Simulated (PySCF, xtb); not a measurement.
H8OSi3, SMILES [SiH2](O[SiH3])[SiH3].

GFN2-xTB in xtb at its own geometry gives an orbital gap of 4.24 eV and a dipole moment of 0.21 D.

The structure is a stationary point at TPSSh-D3(BJ)/def2-SVP. One conformer was computed; it need not be the lowest.

Task: What does M06-2X/def2-TZVP in PySCF give? (The exact figures need the calculation; the answer reports its results.)

Result: gap 9.20 eV (levels -9.02 and 0.19 eV), dipole 0.30 D.
